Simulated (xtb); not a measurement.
H6PSi, SMILES [PH3+][SiH3], charge +1. All values are semi-empirical tight-binding results from xtb (GFN2-xTB unless named), good for trends rather than for accurate numbers. Coordinates come from a GFN2-xTB optimisation. The isomer is the one that the SMILES or the coordinates give; other isomers of the formula were not compared.

Optimised geometry:

```xyz
8

Si     0.0000     0.0000    -1.2453
P      0.0000     0.0000     1.1116
H      0.1119    -1.4328    -1.5061
H      1.1849     0.8134    -1.5061
H     -1.2968     0.6195    -1.5061
H     -0.9977    -0.6953     1.7596
H     -0.1033     1.2117     1.7596
H      1.1010    -0.5164     1.7596
```
Charge +1, spin multiplicity 1.

```
Quantity                                          Value
---------------------------------------  --------------
point group as xtb finds it                         C3v
orbital gap                                     5.61 eV
zero-point energy                         30.6 kcal/mol
G − E(el) at 298.15 K (modified RRHO)     13.9 kcal/mol
static polarisability (D4 model)             55.2 bohr³
solvation energy, GFN2-xTB/ALPB(water)   -51.0 kcal/mol
solvation energy, GFN2-xTB/ALPB(ch2cl2)  -47.7 kcal/mol
```

Problem. Give the atomic charges and the Wiberg bond orders between heavy atoms. (Estimate from the structure and the level; the computed values follow.)

Solution. charges (e) Si1 0.51, P2 0.10, H3 0.02, H4 0.02, H5 0.02, H6 0.11, H7 0.11, H8 0.11. Bond orders Si1–P2 0.66.
